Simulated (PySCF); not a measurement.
How methods differ on the ionisation energy of Mg⁺

Mg⁺ [Ne] 3s1 (2S) → Mg²⁺ [Ne] (1S), as a difference of total energies. Calculation: PySCF 2.14, in x2c-QZVPPall with one added diffuse shell each of s, p, d, f type (10s7p6d3f, 82 functions); the spin-free X2C one-electron Hamiltonian (Gaussian nucleus). Correlated levels: valence and next inner shell: 1s2 frozen. The calculations carry no spin-orbit coupling.

```tsv
method	ionisation energy (eV)
UHF	14.745
MP2 (valence and next inner shell)	14.981
SCS-MP2 (valence and next inner shell)	14.930
CCSD (valence and next inner shell)	14.990
CCSD(T) (valence and next inner shell)	14.999
```

How much does correlation contribute at CCSD(T) (valence and next inner shell)?

14.999 − (14.745) = 0.254 eV, measured against UHF.

Errors of the correlated levels include the incompleteness of this basis and the frozen core.

For comparison: 15.035 eV (measured; NIST Atomic Spectra Database, ionization energies).
